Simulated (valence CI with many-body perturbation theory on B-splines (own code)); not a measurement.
# Pm⁵⁶⁺: electric-dipole lines

Method: valence CI with perturbative core correlation (CI+MBPT): three valence electrons over a frozen Dirac-Fock core [He], radial functions for each j: 11 s, 11 p, 9 d, 7 f, 5 g, 2 h, 1 i, with the one-electron correlation potential Σ1, the two-electron term Σ2, the three-electron term Σ3, Breit, model QED; selected CI, second order for the rest (own B-spline code, finite nucleus).

No measured spectrum was set against this ion. As an estimate, large intervals hold to a few tenths of a per cent, small ones and those within an open d or f shell to about a per cent.

Lines 151 to 200 of 280 in falling wavelength, among levels below 599.04 Ry, chosen from the strongest by gf and those to the six lowest levels. Wavelengths and rates use the calculated energies. Electric multipoles are in the length gauge, E1 and E2 with the static RPA response of the core. Weak lines are less certain than strong ones. Lines between different terms over intervals too small for the method are left out, as are lines whose strength nearly cancels. The highest levels of a list are the least certain.

Levels are named by their leading jj configuration (3d3/2^4 stands for four electrons in 3d with j = 3/2), which in mixed levels can hold well under half, so a name can repeat and another be missing. Letters in brackets count levels of one name in rising energy.

| λ vac (Å) | Upper | Lower | A (s⁻¹) | S (a.u.) |
| --- | --- | --- | --- | --- |
| 1.907 | (2s^2 3d3/2) J=3/2 | (2s^2 2p3/2) J=3/2 | 1.26e+14 | 1.73e-03 |
| 1.905 | (2s 2p1/2 3d3/2) J=5/2 | (2s 2p1/2 2p3/2) J=3/2 [a] | 2.14e+13 | 4.38e-04 |
| 1.905 | (2s 2p1/2 3d5/2) J=5/2 [a] | (2s 2p1/2 2p3/2) J=5/2 | 2.21e+13 | 4.53e-04 |
| 1.903 | (2p1/2 2p3/2 3d5/2) J=5/2 [b] | (2p1/2 2p3/2^2) J=3/2 | 6.64e+14 | 1.36e-02 |
| 1.901 | (2s 2p3/2 3d5/2) J=5/2 [b] | (2s 2p3/2^2) J=3/2 | 1.00e+15 | 2.04e-02 |
| 1.900 | (2s 2p1/2 3d3/2) J=3/2 [b] | (2s 2p1/2 2p3/2) J=3/2 [a] | 7.69e+13 | 1.04e-03 |
| 1.900 | (2s 2p3/2 3d5/2) J=3/2 [b] | (2s 2p3/2^2) J=3/2 | 2.23e+14 | 3.02e-03 |
| 1.900 | (2s 2p3/2 3d5/2) J=3/2 [b] | (2s 2p3/2^2) J=1/2 | 4.83e+14 | 6.54e-03 |
| 1.898 | (2s 2p1/2 3d5/2) J=7/2 | (2s 2p1/2 2p3/2) J=5/2 | 6.86e+14 | 1.85e-02 |
| 1.898 | (2s 2p1/2 3d3/2) J=1/2 | (2s 2p1/2 2p3/2) J=3/2 [a] | 1.46e+13 | 9.88e-05 |
| 1.898 | (2s 2p3/2 3d5/2) J=5/2 [a] | (2s 2p3/2^2) J=5/2 | 5.15e+14 | 1.04e-02 |
| 1.898 | (2s 2p3/2 3d5/2) J=3/2 [a] | (2s 2p3/2^2) J=5/2 | 9.96e+13 | 1.34e-03 |
| 1.895 | (2s 2p3/2 3d5/2) J=7/2 [a] | (2s 2p3/2^2) J=5/2 | 9.97e+14 | 2.68e-02 |
| 1.895 | (2s 2p1/2 3d5/2) J=5/2 [b] | (2s 2p1/2 2p3/2) J=5/2 | 7.75e+13 | 1.56e-03 |
| 1.895 | (2s 2p1/2 3d5/2) J=3/2 | (2s 2p1/2 2p3/2) J=5/2 | 3.83e+12 | 5.15e-05 |
| 1.895 | (2s 2p1/2 3d5/2) J=5/2 [a] | (2s 2p1/2 2p3/2) J=3/2 [a] | 6.28e+14 | 1.26e-02 |
| 1.893 | (2s^2 3d5/2) J=5/2 | (2s^2 2p3/2) J=3/2 | 7.17e+14 | 1.44e-02 |
| 1.891 | (2s 2p3/2 3d3/2) J=5/2 [b] | (2s 2p3/2^2) J=5/2 | 4.95e+13 | 9.90e-04 |
| 1.885 | (2s 2p1/2 3d5/2) J=5/2 [b] | (2s 2p1/2 2p3/2) J=3/2 [a] | 5.71e+13 | 1.13e-03 |
| 1.885 | (2s 2p1/2 3d5/2) J=3/2 | (2s 2p1/2 2p3/2) J=3/2 [a] | 2.67e+13 | 3.53e-04 |
| 1.880 | (2s 2p3/2 3d5/2) J=7/2 [b] | (2s 2p3/2^2) J=5/2 | 2.40e+14 | 6.29e-03 |
| 1.879 | (2p1/2^2 3p3/2) J=3/2 | (2s 2p1/2 2p3/2) J=1/2 | 1.38e+13 | 1.81e-04 |
| 1.876 | (2s 2p1/2 3p3/2) J=5/2 | (2s^2 2p3/2) J=3/2 | 1.56e+13 | 3.05e-04 |
| 1.839 | (2s 2p3/2 3s) J=3/2 [a] | (2s 2p1/2 2p3/2) J=1/2 | 2.70e+12 | 3.32e-05 |
| 1.836 | (2s 2p1/2 3s) J=1/2 [a] | (2s 2p1/2^2) J=1/2 | 1.53e+13 | 9.36e-05 |
| 1.830 | (2s 2p1/2 3s) J=3/2 | (2s 2p1/2^2) J=1/2 | 2.91e+13 | 3.52e-04 |
| 1.829 | (2s 2p3/2 3s) J=5/2 | (2s 2p1/2 2p3/2) J=5/2 | 2.09e+13 | 3.79e-04 |
| 1.824 | (2s 2p1/2 3s) J=1/2 [b] | (2s 2p1/2^2) J=1/2 | 4.48e+12 | 2.68e-05 |
| 1.824 | (2s 2p3/2 3s) J=3/2 [a] | (2s 2p1/2 2p3/2) J=5/2 | 1.63e+13 | 1.95e-04 |
| 1.823 | (2s 2p3/2 3s) J=1/2 | (2s 2p1/2 2p3/2) J=1/2 | 5.60e+12 | 3.35e-05 |
| 1.822 | (2s 2p3/2 3s) J=3/2 [b] | (2s 2p1/2 2p3/2) J=1/2 | 8.19e+12 | 9.78e-05 |
| 1.820 | (2s 2p3/2 3s) J=5/2 | (2s 2p1/2 2p3/2) J=3/2 [a] | 1.38e+13 | 2.46e-04 |
| 1.819 | (2s^2 3s) J=1/2 | (2s^2 2p1/2) J=1/2 | 2.97e+13 | 1.76e-04 |
| 1.814 | (2s 2p3/2 3s) J=3/2 [a] | (2s 2p1/2 2p3/2) J=3/2 [a] | 4.93e+12 | 5.81e-05 |
| 1.807 | (2s 2p3/2 3s) J=3/2 [b] | (2s 2p1/2 2p3/2) J=5/2 | 5.01e+11 | 5.84e-06 |
| 1.805 | (2s^2 3p3/2) J=3/2 | (2s 2p1/2^2) J=1/2 | 5.79e+12 | 6.72e-05 |
| 1.798 | (2s 2p3/2 3s) J=3/2 [b] | (2s 2p1/2 2p3/2) J=3/2 [a] | 5.36e+11 | 6.15e-06 |
| 1.791 | (2p1/2^2 3d5/2) J=5/2 | (2s^2 2p3/2) J=3/2 | 4.24e+11 | 7.21e-06 |
| 1.775 | (2p1/2 2p3/2 3p1/2) J=1/2 | (2s 2p1/2 2p3/2) J=1/2 | 3.85e+13 | 2.13e-04 |
| 1.774 | (2p1/2 2p3/2 3p1/2) J=3/2 [a] | (2s 2p1/2 2p3/2) J=1/2 | 1.15e+14 | 1.26e-03 |
| 1.771 | (2p1/2 2p3/2 3p1/2) J=5/2 | (2s 2p1/2 2p3/2) J=3/2 [b] | 1.43e+14 | 2.35e-03 |
| 1.770 | (2s 2p1/2 3p1/2) J=1/2 [a] | (2s^2 2p1/2) J=1/2 | 8.29e+13 | 4.54e-04 |
| 1.769 | (2p1/2 2p3/2 3d3/2) J=3/2 [a] | (2p1/2^2 2p3/2) J=3/2 | 1.13e+14 | 1.23e-03 |
| 1.766 | (2s 2p3/2 3d3/2) J=5/2 [a] | (2s 2p1/2 2p3/2) J=3/2 [b] | 5.33e+13 | 8.70e-04 |
| 1.765 | (2s 2p3/2 3p1/2) J=3/2 [a] | (2s^2 2p3/2) J=3/2 | 7.21e+13 | 7.82e-04 |
| 1.765 | (2s 2p3/2 3d3/2) J=3/2 [a] | (2s 2p1/2 2p3/2) J=1/2 | 4.35e+12 | 4.72e-05 |
| 1.764 | (2s 2p3/2 3p1/2) J=5/2 | (2s^2 2p3/2) J=3/2 | 1.82e+14 | 2.96e-03 |
| 1.764 | (2s 2p3/2 3d3/2) J=1/2 [a] | (2s 2p1/2 2p3/2) J=1/2 | 1.34e+12 | 7.28e-06 |
| 1.764 | (2s 2p1/2 3p1/2) J=3/2 | (2s^2 2p1/2) J=1/2 | 2.42e+14 | 2.62e-03 |
| 1.762 | (2s 2p1/2 3d3/2) J=3/2 [a] | (2s 2p1/2^2) J=1/2 | 7.62e+13 | 8.22e-04 |
